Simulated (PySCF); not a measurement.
Induced dipoles and field energies

2-furoyl chloride, C₅H₃ClO₂.
Cartesian coordinates in Å at the GFN2-xTB level; atoms count from 1:
```
atom  x, y, z in Å
O1     2.7237    0.2516    0.9235
C2     1.9902    0.3670   -0.0085
Cl3    2.6043    0.9023   -1.5795
C4     0.5705    0.1141   -0.0372
C5    -0.2510   -0.3133    0.9889
C6    -1.5407   -0.4027    0.4414
C7    -1.4148   -0.0257   -0.8693
O8    -0.1570    0.2841   -1.1620
H9     0.0575   -0.5262    1.9913
H10   -2.4379   -0.7030    0.9418
H11   -2.1393    0.0546   -1.6564
```

Level: PBE0/def2-SVPD (PySCF); nuclei fixed, core orbitals frozen in the response. Permanent dipole (-4.463, -0.837, 0.064) D (1 au = 2.5417 D). Static polarisability (au):

```
x   107.86  11.84  -2.70
y    11.84  52.06  -9.46
z    -2.70  -9.46  80.63
```

Only the terms in μ and α are kept: μ(F) = μ + αF and ΔE = −μ·F − ½ F·αF.

(1) A field of 0.003 au (0.154 V/Å) is applied along each axis in both senses. Find the induced dipole, the size of the total dipole and the two energy terms.

(2) For the field (-0.0021, -0.0021, 0.0015) au, what is the induced dipole, and what angle does it make with the field?

(3) At what field along the permanent dipole would the induced dipole along it equal the permanent one, in this linear picture?

(4) What field makes μF equal to kT at 298 K?

(5) A unit point charge sits 9 Å away. Estimate the induction energy −αe²/2R⁴ with the mean polarisability, treating the molecule as a point.

## Answers

(1) 
```tsv
field along	induced x (D)	induced y (D)	induced z (D)	total size (D)	−μ·F (kJ/mol)	−½F·αF (kJ/mol)
+x	0.822	0.090	-0.021	3.717	+13.830	-1.274
−x	-0.822	-0.090	0.021	5.367	-13.830	-1.274
+y	0.090	0.397	-0.072	4.395	+2.594	-0.615
−y	-0.090	-0.397	0.072	4.719	-2.594	-0.615
+z	-0.021	-0.072	0.615	4.625	-0.198	-0.953
−z	0.021	0.072	-0.615	4.541	+0.198	-0.953
```

(2) αF = (-0.649, -0.377, 0.372) D, at 13.3° to the field. The polarisability along this direction, F·αF/F², is 96.45 au, against a mean of 80.18 au.

(3) The polarisability along the dipole is 110.37 au, so F = 1.7867 au / 110.37 au = 0.0162 au = 0.83 V/Å; higher-order terms are ignored.

(4) kT = 0.9437 × 10⁻³ Eh, so F = 0.000528 au = 2.72 MV/cm.

(5) R = 17.01 bohr, so the energy is −80.2/(2 × 17.01⁴) Eh = -1.26 kJ/mol. The charge–dipole term at its most favourable orientation, −μe/R², is -16.2 kJ/mol.

One conformer (not necessarily the lowest) at the GFN2-xTB geometry, without solvent, vibrations or thermal averaging.
